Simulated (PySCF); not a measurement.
**C₆ coefficients of unlike pairs at PBE0**

Calculated with PySCF 2.14 from the dipole response of each species, C₆(A,B) = (3/π) ∫ α_A(iu) α_B(iu) du, in atomic units, from isotropic polarisabilities. For ions this is the dispersion term alone; charge-induced terms of lower order in 1/R come first.

```
species      configuration                                                                           basis     relativity  α (bohr³)  C₆ (like pair)
     O⁺  [He] 2s2 2p3 (4S)                                                          aug-cc-pVTZ (5s4p3d2f)           none      2.644           5.186
   Zr²⁺      [Kr] 4d2 (3F)  x2c-TZVPPall with one added diffuse shell each of s, p, d, f type (9s7p7d3f1g)  spin-free X2C      11.95           58.78
   Cu²⁺      [Ar] 3d9 (2D)  x2c-TZVPPall with one added diffuse shell each of s, p, d, f type (7s6p5d3f1g)  spin-free X2C      3.038           8.310
     F⁺  [He] 2s2 2p4 (3P)     aug-cc-pVTZ with one added diffuse shell each of s, p, d, f type (6s5p4d3f)           none      1.832           3.423
```

Q: Estimate C₆ for Cu²⁺ with Zr²⁺.

A: The integral gives 21.08. The combination rule 2 C_A C_B / (C_A α_B/α_A + C_B α_A/α_B) gives 20.51 and the geometric mean 22.10.

No spin-orbit coupling is included.

The other pairs:

| pair | C₆ |
| --- | --- |
| F⁺, O⁺ | 4.177 |
| F⁺, Cu²⁺ | 5.318 |
| F⁺, Zr²⁺ | 13.50 |
| Zr²⁺, O⁺ | 17.14 |
| Cu²⁺, O⁺ | 6.493 |
